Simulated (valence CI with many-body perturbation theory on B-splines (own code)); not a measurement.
# Energy levels of Kr XXIII

Calculated by configuration interaction combined with many-body perturbation theory (CI+MBPT): four valence electrons over a frozen Dirac-Fock core [Ne], radial functions for each j: 11 s, 11 p, 10 d, 8 f, 5 g, 2 h, with the one-electron correlation potential Σ1 (screened to all orders), the two-electron term Σ2, the three-electron term Σ3, Breit, model QED; selected single and double excitations, second order for the rest, scaled by the run's own slope (own B-spline code, finite nucleus).

No measured spectrum was set against this ion. As an estimate, levels of excited configurations hold to 0.05 to 0.15 % of their energy, terms of the ground configuration to about 0.5 %. Among the levels kept, up to 780 cm⁻¹ of a level comes from second order outside the variational space, and about a tenth of that is noise between levels of different J, which matters for small intervals.

Levels 46 to 90 of 173, with energies above the lowest level, 3s²3p² ³P_0. "Leading %" is the weight of the configuration and term that name the level; weights of strongly mixed levels are sums over their largest components and can fall short.

| No. | Configuration | Term | J | E (cm⁻¹) | Leading % | g | Second component |
| --- | --- | --- | --- | --- | --- | --- | --- |
| 46 | 3s3p²3d | ⁵P | 1 | 1330200 | 89 | 2.405 | 5 % 3s3p²3d ³P |
| 47 | 3s3p²3d | ³P | 2 | 1332900 | 46 | 1.423 | 25 % 3p⁴ ³P |
| 48 | 3s3p²3d | ³F | 4 | 1339100 | 57 | 1.306 | 28 % 3s3p²3d ⁵D |
| 49 | 3p⁴ | ¹S | 0 | 1358900 | 41 |  | 35 % 3s3p²3d ³P |
| 50 | 3s3p²3d | ³P | 1 | 1371300 | 29 | 1.172 | 21 % 3p⁴ ³P |
| 51 | 3s3p²3d | ³G | 3 | 1385200 | 76 | 0.814 | 19 % 3s3p²3d ¹F |
| 52 | 3s3p²3d | ³F | 2 | 1386500 | 43 | 0.977 | 23 % 3s3p²3d ³D |
| 53 | 3s3p²3d | ³G | 4 | 1404300 | 85 | 1.073 | 8 % 3s3p²3d ³F |
| 54 | 3s3p²3d | ³D | 3 | 1411800 | 64 | 1.228 | 13 % 3s3p²3d ¹F |
| 55 | 3s3p²3d | ³D | 1 | 1417700 | 58 | 0.888 | 18 % 3s3p²3d ³P |
| 56 | 3s3p²3d | ¹G | 4 | 1420600 | 63 | 1.058 | 16 % 3s3p²3d ³F |
| 57 | 3s3p²3d | ³P | 0 | 1421900 | 39 |  | 28 % 3p⁴ ³P |
| 58 | 3s3p²3d | ¹F | 3 | 1429100 | 37 | 1.049 | 27 % 3s3p²3d ³F |
| 59 | 3s3p²3d | ³G | 5 | 1429200 | 91 | 1.214 | 8 % 3s3p²3d ⁵F |
| 60 | 3s3p²3d | ³D | 2 | 1436100 | 56 | 1.069 | 11 % 3s3p²3d ³F |
| 61 | 3s3p²3d | ³D | 1 | 1448600 | 67 | 0.682 | 27 % 3s3p²3d ¹P |
| 62 | 3s3p²3d | ³D | 1 | 1453500 | 75 | 0.651 | 16 % 3s3p²3d ¹P |
| 63 | 3s3p²3d | ³D | 3 | 1455300 | 47 | 1.225 | 37 % 3s3p²3d ³F |
| 64 | 3s3p²3d | ³P | 0 | 1461600 | 76 |  | 12 % 3s²3d² ³P |
| 65 | 3s3p²3d | ³D | 2 | 1464600 | 65 | 1.081 | 15 % 3s3p²3d ³F |
| 66 | 3s3p²3d | ³P | 1 | 1473900 | 56 | 1.487 | 12 % 3s3p²3d ³S |
| 67 | 3s3p²3d | ³P | 2 | 1489600 | 32 | 1.275 | 21 % 3s3p²3d ³D |
| 68 | 3s3p²3d | ³F | 4 | 1496000 | 72 | 1.206 | 12 % 3s3p²3d ¹G |
| 69 | 3s3p²3d | ³F | 2 | 1497200 | 48 | 0.961 | 15 % 3s3p²3d ³D |
| 70 | 3s3p²3d | ³F | 3 | 1501300 | 49 | 1.170 | 26 % 3s3p²3d ³D |
| 71 | 3s3p²3d | ³D | 1 | 1506100 | 33 | 1.190 | 26 % 3s3p²3d ³S |
| 72 | 3s3p²3d | ³D | 2 | 1512800 | 45 | 1.103 | 21 % 3s3p²3d ³F |
| 73 | 3s3p²3d | ³D | 3 | 1514900 | 62 | 1.227 | 10 % 3s3p²3d ¹F |
| 74 | 3s3p²3d | ³S | 1 | 1533100 | 52 | 1.524 | 27 % 3s3p²3d ¹P |
| 75 | 3s3p²3d | ¹D | 2 | 1559800 | 32 | 1.080 | 24 % 3s²3d² ¹D |
| 76 | 3s3p²3d | ³F | 4 | 1562100 | 88 | 1.233 | 4 % 3s3p²3d ³G |
| 77 | 3s3p²3d | ³D | 3 | 1568300 | 74 | 1.273 | 19 % 3s3p²3d ³F |
| 78 | 3s3p²3d | ¹S | 0 | 1593500 | 34 |  | 31 % 3s3p²3d ³P |
| 79 | 3s3p²3d | ³D | 3 | 1596300 | 71 | 1.266 | 13 % 3s3p²3d ³F |
| 80 | 3s3p²3d | ³D | 2 | 1603900 | 64 | 1.052 | 17 % 3s3p²3d ³F |
| 81 | 3s3p²3d | ¹P | 1 | 1608300 | 47 | 0.941 | 23 % 3s3p²3d ³D |
| 82 | 3s3p²3d | ¹D | 2 | 1608500 | 41 | 1.154 | 26 % 3s3p²3d ³D |
| 83 | 3s3p²3d | ³D | 1 | 1619300 | 69 | 0.719 | 12 % 3s3p²3d ³P |
| 84 | 3s3p²3d | ³P | 2 | 1639600 | 45 | 1.299 | 23 % 3s3p²3d ¹D |
| 85 | 3s3p²3d | ³P | 1 | 1674200 | 52 | 1.293 | 36 % 3s3p²3d ¹P |
| 86 | 3s3p²3d | ³P | 0 | 1682200 | 44 |  | 14 % 3p⁴ ³P |
| 87 | 3s3p²3d | ¹F | 3 | 1689800 | 86 | 1.018 |  |
| 88 | 3s²3d² | ³F | 2 | 1699300 | 68 | 0.715 | 16 % 3s3p²3d ³F |
| 89 | 3s²3d² | ³F | 3 | 1711800 | 71 | 1.085 | 18 % 3s3p²3d ³F |
| 90 | 3s²3d² | ³F | 4 | 1718900 | 79 | 1.246 | 16 % 3s3p²3d ³F |

Names give the largest LS component (configuration and term), which can be under half, so a name can repeat, a term be missing and a line seem to break the LS rules; names also repeat where a configuration has a term twice.

Where two levels of one J and parity lie close, their mixing, g and order are uncertain.
